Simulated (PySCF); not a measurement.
iron atom (Fe), quintet; PBE/cc-pVTZ in PySCF.

PySCF was given this input:
```python
from pyscf import gto, scf, dft

mol = gto.M(
    atom='''
Fe    0.00000000    0.00000000    0.00000000
''',
    basis='cc-pvtz',
    spin=4,
    verbose=4,
)

mf = dft.UKS(mol)
mf.xc = 'pbe'
mf.kernel()
mf.analyze()
```

What the program printed (banner, timings and long lists left out):

```
PySCF version 2.14.0

[INPUT] verbose = 4
[INPUT] num. atoms = 1
[INPUT] num. electrons = 26
[INPUT] charge = 0
[INPUT] spin (= nelec alpha-beta = 2S) = 4
[INPUT] symmetry False subgroup None
[INPUT] Mole.unit = angstrom
[INPUT] Symbol           X                Y                Z      unit          X                Y                Z       unit  Magmom
[INPUT]  1 Fe     0.000000000000   0.000000000000   0.000000000000 AA    0.000000000000   0.000000000000   0.000000000000 Bohr   0.0

nuclear repulsion = 0
number of shells = 9
number of NR pGTOs = 131
number of NR cGTOs = 68
basis = cc-pvtz
ecp = {}

******** <class 'pyscf.dft.uks.UKS'> ********
method = UKS
initial guess = minao
damping factor = 0
level_shift factor = 0
DIIS = <class 'pyscf.scf.diis.CDIIS'>
diis_start_cycle = 1
diis_space = 8
diis_damp = 0
SCF conv_tol = 1e-09
SCF conv_tol_grad = None
SCF max_cycles = 50
direct_scf = True
direct_scf_tol = 1e-13
number electrons alpha = 15  beta = 11
XC library pyscf.dft.libxc version 7.1.2
    S. Lehtola, C. Steigemann, M. J. T. Oliveira, and M. A. L. Marques,  SoftwareX 7, 1–5 (2018)
XC functionals = pbe
    J. P. Perdew, K. Burke, and M. Ernzerhof,  Phys. Rev. Lett. 77, 3865 (1996)
    J. P. Perdew, K. Burke, and M. Ernzerhof,  Phys. Rev. Lett. 78, 1396 (1997)
    J. P. Perdew, K. Burke, and M. Ernzerhof,  Phys. Rev. Lett. 77, 3865 (1996)
    J. P. Perdew, K. Burke, and M. Ernzerhof,  Phys. Rev. Lett. 78, 1396 (1997)
radial grids:
    Treutler-Ahlrichs [JCP 102, 346 (1995); DOI:10.1063/1.469408] (M4) radial grids

becke partition: Becke, JCP 88, 2547 (1988); DOI:10.1063/1.454033
pruning grids: <function nwchem_prune>
grids dens level: 3
symmetrized grids: False
atomic radii adjust function: <function treutler_atomic_radii_adjust>
small_rho_cutoff = 0
Set gradient conv threshold to 3.16228e-05
tot grids = 20904
init E= -1262.66919125183

cycle= 1 E= -1249.4333705008  delta_E= 13.2  |g|= 4.48  |ddm|= 24.4

cycle= 2 E= -1252.30267246346  delta_E= -2.87  |g|=  7.5  |ddm|= 37.6

cycle= 3 E= -1260.20309290038  delta_E= -7.9  |g|= 3.86  |ddm|= 28.5

cycle= 4 E= -1261.97272323288  delta_E= -1.77  |g|= 2.49  |ddm|=  2.7

cycle= 5 E= -1263.10730066799  delta_E= -1.13  |g|= 1.15  |ddm|= 2.04
cycle= 6 E= -1263.38033418519  delta_E= -0.273  |g|= 0.409  |ddm|= 1.95
cycle= 7 E= -1263.30794952543  delta_E= 0.0724  |g|= 0.683  |ddm|= 1.56
cycle= 8 E= -1263.37931201097  delta_E= -0.0714  |g|= 0.448  |ddm|= 0.163
cycle= 9 E= -1263.3512501275  delta_E= 0.0281  |g|= 0.598  |ddm|= 1.16
cycle= 10 E= -1263.37399584883  delta_E= -0.0227  |g|= 0.514  |ddm|= 0.0428
cycle= 11 E= -1263.34644258838  delta_E= 0.0276  |g|= 0.568  |ddm|= 1.16
cycle= 12 E= -1263.37804595333  delta_E= -0.0316  |g|= 0.454  |ddm|= 0.37
cycle= 13 E= -1263.38152294989  delta_E= -0.00348  |g|= 0.438  |ddm|= 0.0338
cycle= 14 E= -1263.39200464076  delta_E= -0.0105  |g|= 0.39  |ddm|= 0.0813
cycle= 15 E= -1263.40679246091  delta_E= -0.0148  |g|= 0.367  |ddm|= 1.14
cycle= 16 E= -1263.39510561384  delta_E= 0.0117  |g|= 0.428  |ddm|= 0.0847
cycle= 17 E= -1263.38258559285  delta_E= 0.0125  |g|= 0.434  |ddm|= 1.13
cycle= 18 E= -1263.41362189433  delta_E= -0.031  |g|= 0.326  |ddm|= 1.15
cycle= 19 E= -1263.36753308929  delta_E= 0.0461  |g|= 0.538  |ddm|= 0.118
cycle= 20 E= -1263.37440926283  delta_E= -0.00688  |g|= 0.469  |ddm|= 1.16

cycle= 21 E= -1263.42930129205  delta_E= -0.0549  |g|= 0.225  |ddm|= 0.56
cycle= 22 E= -1263.41739858174  delta_E= 0.0119  |g|= 0.315  |ddm|= 0.774
cycle= 23 E= -1263.44607005806  delta_E= -0.0287  |g|= 0.0343  |ddm|= 0.477
cycle= 24 E= -1263.44491172659  delta_E= 0.00116  |g|= 0.0707  |ddm|= 0.067
cycle= 25 E= -1263.44502097173  delta_E= -0.000109  |g|= 0.0698  |ddm|= 0.0697
cycle= 26 E= -1263.44482301077  delta_E= 0.000198  |g|= 0.0734  |ddm|= 0.0982
cycle= 27 E= -1263.44591798412  delta_E= -0.00109  |g|= 0.0393  |ddm|= 0.0931
cycle= 28 E= -1263.44636314826  delta_E= -0.000445  |g|= 0.00271  |ddm|= 0.0682
cycle= 29 E= -1263.44635535974  delta_E= 7.79e-06  |g|= 0.00566  |ddm|= 0.00931
cycle= 30 E= -1263.4463614243  delta_E= -6.06e-06  |g|= 0.00299  |ddm|= 0.00766
cycle= 31 E= -1263.44636345824  delta_E= -2.03e-06  |g|= 0.00143  |ddm|= 0.00657
cycle= 32 E= -1263.44636389458  delta_E= -4.36e-07  |g|= 0.000968  |ddm|= 0.00944
cycle= 33 E= -1263.44636385848  delta_E= 3.61e-08  |g|= 0.00113  |ddm|= 0.00319
cycle= 34 E= -1263.44636469053  delta_E= -8.32e-07  |g|= 0.000949  |ddm|= 0.00565
cycle= 35 E= -1263.4463654756  delta_E= -7.85e-07  |g|= 0.00101  |ddm|= 0.00597
cycle= 36 E= -1263.44636306806  delta_E= 2.41e-06  |g|= 0.000797  |ddm|= 0.0304
cycle= 37 E= -1263.44636376635  delta_E= -6.98e-07  |g|= 0.00042  |ddm|= 0.00686
cycle= 38 E= -1263.44636466881  delta_E= -9.02e-07  |g|= 0.000309  |ddm|= 0.00793
cycle= 39 E= -1263.44636505682  delta_E= -3.88e-07  |g|= 0.000321  |ddm|= 0.00492
cycle= 40 E= -1263.44636634601  delta_E= -1.29e-06  |g|= 0.000453  |ddm|= 0.0127
cycle= 41 E= -1263.44636754602  delta_E= -1.2e-06  |g|= 0.000227  |ddm|= 0.0118
cycle= 42 E= -1263.44637096394  delta_E= -3.42e-06  |g|= 0.000371  |ddm|= 0.0364
cycle= 43 E= -1263.44636695934  delta_E= 4e-06  |g|= 0.000244  |ddm|= 0.0417
cycle= 44 E= -1263.44637425217  delta_E= -7.29e-06  |g|= 0.000427  |ddm|= 0.095
cycle= 45 E= -1263.44636727106  delta_E= 6.98e-06  |g|= 0.00054  |ddm|= 0.0916
cycle= 46 E= -1263.44637460771  delta_E= -7.34e-06  |g|= 0.000165  |ddm|= 0.102
cycle= 47 E= -1263.44637450067  delta_E= 1.07e-07  |g|= 0.000143  |ddm|= 0.00415
cycle= 48 E= -1263.4463746124  delta_E= -1.12e-07  |g|= 0.00015  |ddm|= 0.00419
cycle= 49 E= -1263.44637483001  delta_E= -2.18e-07  |g|= 0.00014  |ddm|= 0.0121
cycle= 50 E= -1263.44637471317  delta_E= 1.17e-07  |g|= 0.00015  |ddm|= 0.00924
SCF not converged.
SCF energy = -1263.44637471317 after 50 cycles  <S^2> = 6.0073861  2S+1 = 5.0029536
**** SCF Summaries ****
Total Energy =                       -1263.446374713168780
Nuclear Repulsion Energy =               0.000000000000000
One-electron Energy =                -1746.472500168484203
Two-electron Energy =                  483.026125455315480
Two-electron Coulomb Energy =          538.423443288075305
DFT Exchange-Correlation Energy =      -55.397317832759811
**** MO energy ****
                             alpha | beta                alpha | beta
MO #1   energy= -254.686666095743  | -254.68551104259   occ= 1 | 1
MO #2   energy= -29.5233230647165  | -29.4655649641137  occ= 1 | 1
MO #3   energy= -25.4692094386717  | -25.4222519845879  occ= 1 | 1
MO #4   energy= -25.4542261266008  | -25.4122053722228  occ= 1 | 1
MO #5   energy= -25.4541732276736  | -25.4121790718297  occ= 1 | 1
MO #6   energy= -3.31598545125616  | -3.18247571359763  occ= 1 | 1
MO #7   energy= -2.14865836271501  | -2.00247492829139  occ= 1 | 1
MO #8   energy= -2.12182003488748  | -1.99747906906653  occ= 1 | 1
MO #9   energy= -2.12170390575918  | -1.99742860123156  occ= 1 | 1
MO #10  energy= -0.250448573449775 | -0.1452141406629   occ= 1 | 1
MO #11  energy= -0.250394717486349 | -0.141555993345056 occ= 1 | 1
MO #12  energy= -0.244831801501756 | -0.134743423213444 occ= 1 | 0
MO #13  energy= -0.231523078563599 | -0.109529034730907 occ= 1 | 0
MO #14  energy= -0.208070304617243 | -0.109480668217779 occ= 1 | 0
MO #15  energy= -0.180965788096136 | -0.0955944898501908 occ= 1 | 0
MO #16  energy= -0.0476460293968865 | -0.0275659662378995 occ= 0 | 0
MO #17  energy= -0.0476083329250513 | -0.0174263566839843 occ= 0 | 0
MO #18  energy= -0.0402876035793874 | -0.0173823764513201 occ= 0 | 0
MO #19  energy= 0.0339355068418534 | 0.0492426968358792 occ= 0 | 0
MO #20  energy= 0.113182545172323  | 0.133782472507615  occ= 0 | 0
MO #21  energy= 0.113216067205472  | 0.142803706710533  occ= 0 | 0
MO #22  energy= 0.119225372275428  | 0.142845243811707  occ= 0 | 0
MO #23  energy= 0.172914175525916  | 0.197807773538695  occ= 0 | 0

To work with the spin densities directly, `use mulliken_meta_spin()` only printing them here.

 ** Mulliken spin pop alpha/beta on meta-lowdin orthogonal AOs **
 ** Mulliken Spin Density (per AO)  **
spin_pop of  0 Fe 1s        0.00000
spin_pop of  0 Fe 2s       -0.00001
spin_pop of  0 Fe 3s        0.00016
spin_pop of  0 Fe 4s        0.58015
spin_pop of  0 Fe 5s        0.00947
spin_pop of  0 Fe 6s        0.00009
spin_pop of  0 Fe 7s       -0.00000
spin_pop of  0 Fe 2px      -0.00001
spin_pop of  0 Fe 2py      -0.00001
spin_pop of  0 Fe 2pz      -0.00001
spin_pop of  0 Fe 3px       0.00005
spin_pop of  0 Fe 3py       0.00010
spin_pop of  0 Fe 3pz       0.00005
spin_pop of  0 Fe 4px      -0.00003
spin_pop of  0 Fe 4py      -0.00005
spin_pop of  0 Fe 4pz      -0.00003
spin_pop of  0 Fe 5px      -0.00001
spin_pop of  0 Fe 5py      -0.00002
spin_pop of  0 Fe 5pz      -0.00001
spin_pop of  0 Fe 6px      -0.00000
spin_pop of  0 Fe 6py      -0.00000
spin_pop of  0 Fe 6pz      -0.00000
spin_pop of  0 Fe 7px      -0.00001
spin_pop of  0 Fe 7py      -0.00001
spin_pop of  0 Fe 7pz      -0.00000
spin_pop of  0 Fe 3dxy      0.93534
spin_pop of  0 Fe 3dyz      0.97608
spin_pop of  0 Fe 3dz^2     0.23371
spin_pop of  0 Fe 3dxz      0.85403
spin_pop of  0 Fe 3dx2-y2    0.41875
spin_pop of  0 Fe 4dxy     -0.00025
spin_pop of  0 Fe 4dyz      0.00014
spin_pop of  0 Fe 4dz^2    -0.00299
spin_pop of  0 Fe 4dxz      0.00027
spin_pop of  0 Fe 4dx2-y2   -0.00402
spin_pop of  0 Fe 5dxy      0.00005
spin_pop of  0 Fe 5dyz      0.00013
spin_pop of  0 Fe 5dz^2    -0.00077
spin_pop of  0 Fe 5dxz      0.00001
spin_pop of  0 Fe 5dx2-y2   -0.00085
spin_pop of  0 Fe 6dxy      0.00014
spin_pop of  0 Fe 6dyz      0.00015
spin_pop of  0 Fe 6dz^2     0.00002
spin_pop of  0 Fe 6dxz      0.00017
spin_pop of  0 Fe 6dx2-y2    0.00001
spin_pop of  0 Fe 4f-3     -0.00000
spin_pop of  0 Fe 4f-2     -0.00000
spin_pop of  0 Fe 4f-1     -0.00000
spin_pop of  0 Fe 4f+0      0.00000
spin_pop of  0 Fe 4f+1     -0.00000
spin_pop of  0 Fe 4f+2     -0.00000
spin_pop of  0 Fe 4f+3      0.00000
spin_pop of  0 Fe 5f-3      0.00000
spin_pop of  0 Fe 5f-2      0.00000
spin_pop of  0 Fe 5f-1      0.00000
spin_pop of  0 Fe 5f+0      0.00000
spin_pop of  0 Fe 5f+1      0.00000
spin_pop of  0 Fe 5f+2      0.00000
spin_pop of  0 Fe 5f+3      0.00000
spin_pop of  0 Fe 5g-4      0.00000
spin_pop of  0 Fe 5g-3      0.00000
spin_pop of  0 Fe 5g-2      0.00000
spin_pop of  0 Fe 5g-1      0.00000
spin_pop of  0 Fe 5g+0      0.00000
spin_pop of  0 Fe 5g+1      0.00000
spin_pop of  0 Fe 5g+2     -0.00000
spin_pop of  0 Fe 5g+3      0.00000
spin_pop of  0 Fe 5g+4      0.00000
 ** Mulliken Spin Density (per atom)  **
spin density of  0 Fe =      4.00000
 ** Mulliken pop alpha/beta on meta-lowdin orthogonal AOs **
 ** Mulliken pop       alpha | beta **
In total            15.00000 | 11.00000
 ** Mulliken atomic charges   ( Nelec_alpha | Nelec_beta ) **
charge of  0Fe =     -0.00000  (    15.00000     11.00000 )
Dipole moment(X, Y, Z, Debye):  0.00000,  0.00001, -0.00000
```

The run did not converge; its last values are not results.
